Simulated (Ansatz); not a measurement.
Geometry optimisation, RKS PBE/def2-SVP (Ansatz).

Input file:

```yaml
crystal:
  periodic: [false, false, false]
  atoms:
    - { symbol: Ge, position_ang: [0.0, 0.0, 0.0] }
    - { symbol: O, position_ang: [0.0, 0.0, 2.12] }
    - { symbol: H, position_ang: [-0.9095, -0.2814, 2.4571] }
    - { symbol: Ge, position_ang: [2.2632, 0.0, -0.7992] }
    - { symbol: H, position_ang: [2.7487, -1.4611, -0.9782] }
    - { symbol: H, position_ang: [2.3309, 0.7367, -2.1612] }
    - { symbol: H, position_ang: [3.1736, 0.7244, 0.225] }
    - { symbol: F, position_ang: [-0.7913, 1.3709, -0.5594] }
    - { symbol: F, position_ang: [-0.7913, -1.3709, -0.5594] }
    - { symbol: Br, position_ang: [1.4092, -2.1399, 0.8514] }
    - { symbol: H, position_ang: [0.687, -1.0433, 2.0012] }
basis:
  gaussian: { orbitals: def2-SVP }
hamiltonian:
  xc: pbe
relax:
  f_tol: 0.15
  max_steps: 25
  restrain:
    - { distance: [0, 9], at: 2.4, k: 30.0 }
    - { distance: [10, 1], at: 1.01, k: 30.0 }
    - { distance: [0, 1], at: 2.97, k: 30.0 }
    - { distance: [10, 9], at: 2.75, k: 30.0 }
```

Launched with:

```bash
$ ansatz run input.yaml --threads 4 --pin off --max-ram 5120MiB --backend cpu --events-out ev --progress --plain --runs-dir out
```

Where does it end, and by what steps?

The run converged. The restraints hold the end off the free minimum. After 16 steps the energy has fallen by 2.455 eV (the restraints' own energy left out); Br10 moved furthest, 1.51 Å. Parted: Ge1–O2 (2.12 → 2.97 Å).

| step | energy less start (eV) | largest force component (eV/Å) | accepted |
| --- | --- | --- | --- |
| 0 | 0.0000 | 3.358 | yes |
| 1 | 0.0677 | 2.702 | yes |
| 2 | 0.2474 | 2.658 | yes |
| 3 | -0.0257 | 2.223 | yes |
| 4 | -0.9284 | 1.167 | yes |
| 5 | -1.4120 | 0.799 | yes |
| 6 | -1.6354 | 0.965 | yes |
| 7 | -1.7830 | 0.910 | yes |
| 8 | -1.8931 | 0.805 | yes |
| 9 | -2.0021 | 0.748 | yes |
| 10 | -2.1135 | 0.952 | yes |
| 11 | -2.2200 | 0.996 | yes |
| 12 | -2.3097 | 0.800 | yes |
| 13 | -2.3981 | 0.691 | yes |
| 14 | -2.4402 | 0.644 | yes |
| 15 | -2.4472 | 0.741 | yes |
| 16 | -2.4545 | 0.587 | yes |

```xyz
11
Properties=species:S:1:pos:R:3
Ge 0.122 -0.861 -0.345
O 0.763 0.316 2.300
H -0.134 0.661 2.112
Ge 2.312 0.125 -0.800
H 3.182 -1.048 -1.309
H 2.101 1.165 -1.927
H 2.870 0.754 0.487
F -1.150 0.218 0.237
F -0.568 -1.416 -1.862
Br 0.062 -2.786 1.060
H 0.561 -0.592 2.644
```

Run time: 49 s on 4 threads of Arm Neoverse V1, on a shared host, peak memory 0.28 GiB.
